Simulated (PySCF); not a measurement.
A calculated (BP86, PySCF 2.14, x2c-TZVPPall, the spin-free X2C one-electron Hamiltonian (Gaussian nucleus)) atom or ion has these occupied shells.

| shell | electrons | orbital energy (eV) | rms radius, mean of both spins (bohr) |
| --- | --- | --- | --- |
| 1s α | 1 | -87796.8 | 0.0181 |
| 1s β | 1 | -87796.7 | 0.0181 |
| 2s α | 1 | -15722.2 | 0.0730 |
| 2s β | 1 | -15722.1 | 0.0730 |
| 2p α | 3 | -13563.0 | 0.0673 |
| 2p β | 3 | -13562.9 | 0.0673 |
| 3s α | 1 | -3793.7 | 0.186 |
| 3s β | 1 | -3793.7 | 0.186 |
| 3p α | 3 | -3171.0 | 0.189 |
| 3p β | 3 | -3170.9 | 0.189 |
| 3d α | 5 | -2503.0 | 0.173 |
| 3d β | 5 | -2502.9 | 0.173 |
| 4s α | 1 | -876.81 | 0.408 |
| 4s β | 1 | -876.69 | 0.408 |
| 4p α | 3 | -671.34 | 0.436 |
| 4p β | 3 | -671.21 | 0.436 |
| 4d α | 5 | -424.63 | 0.463 |
| 4d β | 5 | -424.49 | 0.463 |
| 5s α | 1 | -166.87 | 0.902 |
| 5s β | 1 | -166.17 | 0.902 |
| 4f α | 7 | -156.33 | 0.496 |
| 4f β | 7 | -156.15 | 0.496 |
| 5p α | 3 | -109.36 | 1.03 |
| 5p β | 3 | -108.56 | 1.03 |
| 5d α | 5 | -43.175 | 1.36 |
| 5d β | 4 | -42.345 | 1.36 |
| 6s α | 1 | -30.534 | 2.24 |
| 6s β | 1 | -29.564 | 2.24 |
| 6p α | 1 | -19.860 | 2.78 |

(1) Name the element and its charge.

Results:

(1) Pb²⁺ (lead, charge +2), in [Xe] 4f14 5d9 6s2 6p1, one real determinant (an excited configuration).
